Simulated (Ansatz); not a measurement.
Li₆Te₂. Total charge 0; triplet. Geometry PBE0-D4/def2-SVP, that of the neutral singlet; atoms count from 1.

Cartesian coordinates in Å:
```
Li -0.838 -1.958 -1.139
Li 1.623 0.259 -0.982
Li -0.983 0.417 0.357
Li 0.923 -0.594 2.150
Li -1.420 -2.670 1.874
Li 0.071 2.497 -1.072
Te -0.641 0.293 -2.359
Te 1.266 1.755 1.172
```

In the def2 sets Te takes a core potential; there is no spin–orbit coupling. At PBE0-D4/def2-TZVP a singlet of charge 0 lies 1.05 eV below the triplet at the same geometry. The structure comes from a short search, and lower isomers may exist.

Problem. Estimate the Mulliken populations from the PBE0/def2-TZVP orbitals of Ansatz.

Solution. 
| atom | charge (e) | spin (α − β) |
| --- | --- | --- |
| Li1 | 0.29 | 0.46 |
| Li2 | 0.54 | -0.03 |
| Li3 | 0.34 | 0.07 |
| Li4 | 0.30 | 0.46 |
| Li5 | 0.06 | 0.93 |
| Li6 | 0.53 | 0.02 |
| Te7 | -1.03 | 0.04 |
| Te8 | -1.03 | 0.04 |
Mulliken values depend strongly on the basis.

Problem. Where does the spin sit?

Solution. Summed by element: Li 1.92, Te 0.08, of 2 unpaired in all. Largest on single atoms: Li5 0.93, Li1 0.46, Li4 0.46.

Problem. And the Mayer bond orders between heavy atoms (over 0.3)?

Solution. Li1–Li5 0.43 (3.15 Å); Li1–Te7 0.43 (2.57 Å); Li2–Te7 0.39 (2.65 Å); Li2–Te8 0.39 (2.65 Å); Li3–Te7 0.41 (2.74 Å); Li3–Te8 0.41 (2.74 Å); Li4–Li5 0.43 (3.14 Å); Li4–Te8 0.43 (2.57 Å); Li6–Te7 0.38 (2.65 Å); Li6–Te8 0.38 (2.65 Å).
